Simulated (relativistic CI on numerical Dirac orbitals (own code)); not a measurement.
# Ligand-field terms of d7

Computed with a parametric ligand-field model of a d^n configuration (Racah B and C, spin-orbit zeta, crystal field), exact diagonalisation.

Field parameters in Wybourne normalisation: Oh B⁴₀ = 21Dq, B⁴₄ = √(5/14) B⁴₀. The field is a parameter set, without covalency, and values of 10Dq over about 45,000 cm⁻¹ lie beyond real compounds.

B = 1000 cm⁻¹, C = 3890 cm⁻¹ (C/B = 3.89), Oh, no spin-orbit coupling. Tanabe-Sugano data, E/B above the lowest term (Δ = |10Dq|; b, c mark the second and third term of a kind):

```tsv
Δ/B	4T1	4T2	4A2	4T1(b)	2E	2T1	2T2	2T1(b)
1.0	0.00	0.81	1.81	15.62	15.98	16.25	16.05	20.87
3.0	0.00	2.49	5.49	16.97	15.13	16.84	16.63	21.26
5.0	0.00	4.22	9.22	18.44	13.51	17.01	16.98	21.60
7.0	0.00	6.00	13.00	20.00	11.69	17.02	17.17	21.88
9.0	0.00	7.82	16.82	21.63	9.80	16.98	17.27	22.11
11.0	0.00	9.66	20.66	23.32	7.87	16.91	17.32	22.30
13.0	0.00	11.53	24.53	25.06	5.92	16.85	17.34	22.46
15.0	0.00	13.42	28.42	26.83	3.97	16.78	17.34	22.59
17.0	0.00	15.32	32.32	28.64	2.00	16.72	17.34	22.70
19.0	0.00	17.23	36.23	30.46	0.03	16.66	17.32	22.79
21.0	1.94	21.10	42.10	34.26	0.00	18.55	19.25	24.81
23.0	3.92	25.01	48.01	38.10	0.00	20.48	21.21	26.86
25.0	5.90	28.93	53.93	41.96	0.00	22.42	23.18	28.90
27.0	7.88	32.86	59.86	45.83	0.00	24.36	25.14	30.93
29.0	9.86	36.79	65.79	49.71	0.00	26.30	27.11	32.95
31.0	11.85	40.73	71.73	53.61	0.00	28.25	29.08	34.98
33.0	13.83	44.67	77.67	57.51	0.00	30.21	31.05	37.00
35.0	15.82	48.62	83.62	61.43	0.00	32.16	33.02	39.01
37.0	17.81	52.58	89.58	65.35	0.00	34.12	35.00	41.03
39.0	19.80	56.53	95.53	69.27	0.00	36.09	36.97	43.04
41.0	21.78	60.49	101.49	73.20	0.00	38.05	38.95	45.05
43.0	23.77	64.46	107.46	77.14	0.00	40.02	40.93	47.06
45.0	25.76	68.42	113.42	81.08	0.00	41.99	42.91	49.07
47.0	27.76	72.39	119.39	85.03	0.00	43.96	44.89	51.08
```

The ground term changes from 4T1 to 2E between Δ/B = 19.0 and 21.0.
